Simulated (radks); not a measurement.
Results of a calculation; reference values are marked as such.
Problem. The mercury ion Hg34+, configuration [Kr] 4d10 (the NIST ground configuration). Level of theory: Dirac Kohn-Sham, relativistic LDA (MacDonald-Vosko exchange, VWN5 correlation), spin-unpolarised, spherical densities, finite nucleus; Fermi nuclear charge, rms radius 5.4648 fm (a radial shooting solver on a logarithmic mesh with Libxc functionals). Some entries of the table are withheld. Estimate them.

| orbital | occ. | eigenvalue (hartree) | <r> (bohr) | <1/r> (bohr^-1) |
|---|---|---|---|---|
| 1s1/2 | 2 | -3076.760 | 0.01667 | 97.01 |
| 2s1/2 | 2 | -585.9429 | (1) | 23.90 |
| 2p1/2 | 2 | -564.6460 | 0.05717 | (2) |
| 2p3/2 | 4 | -494.1110 | 0.06580 | (3) |
| 3s1/2 | 2 | -176.4843 | 0.1800 | 8.822 |
| 3p1/2 | 2 | -166.8809 | 0.1702 | 8.736 |
| 3p3/2 | 4 | -151.0693 | 0.1855 | 7.565 |
| 3d3/2 | 4 | -135.1104 | 0.1614 | 7.453 |
| 3d5/2 | 6 | -131.7080 | 0.1660 | 7.188 |
| 4s1/2 | 2 | -72.41496 | 0.3760 | 4.027 |
| 4p1/2 | 2 | -68.24362 | 0.3736 | (4) |
| 4p3/2 | 4 | -63.63313 | 0.3992 | (5) |
| 4d3/2 | 4 | -56.83690 | 0.3908 | 3.416 |
| 4d5/2 | 6 | -55.88332 | 0.3981 | 3.328 |

Solution. 
(1) 2s1/2 <r> (bohr): 0.06957
(2) 2p1/2 <1/r> (bohr^-1): 23.86
(3) 2p3/2 <1/r> (bohr^-1): 19.35
(4) 4p1/2 <1/r> (bohr^-1): 3.945
(5) 4p3/2 <1/r> (bohr^-1): 3.548
